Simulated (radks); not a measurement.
Results of a calculation; reference values are marked as such.
Q: Coherent X-ray form factor from a spherical all-electron density. Code: a radial shooting solver on a logarithmic mesh with Libxc functionals. Model: scalar-relativistic Kohn-Sham, r2SCAN, spin-polarised, spherical densities, finite nucleus; meta-GGA in the generalised Kohn-Sham scheme; Fermi nuclear charge, rms radius of each element as measured or else 0.836 A^(1/3) + 0.57 fm.

| sin(theta)/lambda (1/angstrom) | f0 (electrons) |
|---|---|
| 0.05 | 26.804 |
| 0.1 | 26.232 |
| 0.15 | 25.328 |
| 0.2 | 24.156 |
| 0.25 | 22.790 |
| 0.3 | 21.307 |
| 0.4 | 18.260 |
| 0.5 | 15.426 |
| 0.6 | 13.020 |
| 0.8 | 9.629 |
| 1 | 7.718 |
| 1.25 | 6.439 |
| 1.5 | 5.624 |
| 2 | 4.255 |

The species is in the configuration that NIST lists as its ground one. Which atom or ion scatters so?

A: The gallium ion Ga4+, [Ar] 3d9. Extrapolating in s^2 from the first two rows gives f0(0) = 27.0, near the electron count 27; among species with that count, the fall with angle is slower the higher Z, and the table is that of Z = 31; from so few rows the species is fixed only to a neighbour or two.
